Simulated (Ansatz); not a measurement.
CH₃Li, singlet, geometry from GFN2-xTB (such geometries of metal compounds can be far from the true shape); WB97X-V/cc-pVDZ in Ansatz (a quantum-chemistry and plane-wave program).

Ansatz was given this input:
Ansatz 0.2 input:
```yaml
crystal:
  periodic: [false, false, false]
  atoms:
    - {symbol: Li, position_ang: [-1.06016004, -0.63223328, -0.93043488]}
    - {symbol: C, position_ang: [0.25388465, 0.15140575, 0.22281837]}
    - {symbol: H, position_ang: [0.80848215, -0.58431615, 0.81388903]}
    - {symbol: H, position_ang: [-0.16854159, 0.84826251, 0.95369206]}
    - {symbol: H, position_ang: [1.01723164, 0.72431898, -0.31318668]}
basis:
  gaussian:
    orbitals: cc-pVDZ
hamiltonian:
  xc: {name: wB97X-V}
accuracy: high
```

Question: What does Ansatz print? Leave out banner, timings and long lists.

Answer: 
```
Functional definition: wB97X-V
974 factors; integrals over basis functions are off by at most 2.8e-9 eV
294 factors; integrals over basis functions are off by at most 2.0e-9 eV
mean field evaluation 1: about -1285.0396 eV, gradient 3.9e1 eV
mean field evaluation 2: about -1286.4256 eV, gradient 3.1e1 eV
mean field evaluation 4: about -1289.0494 eV, gradient 2.4e-1 eV
mean field evaluation 8: about -1289.0527 eV, gradient 7.5e-3 eV
mean field evaluation 16: about -1289.0527 eV, gradient 1.1e-6 eV
mean field -1289.05271654 eV, -47.3718135817 hartree, gradient 2.9e-8 eV, S^2 0.000000; 0 other end points of the search recorded, 0 dependent functions left out
reference -1289.05271623 eV, -47.3718135702 hartree; 6, 6 occupied and 37, 37 virtual orbitals, 974 factors
Total energy: -1289.05271623 eV, -47.3718135702 hartree
```
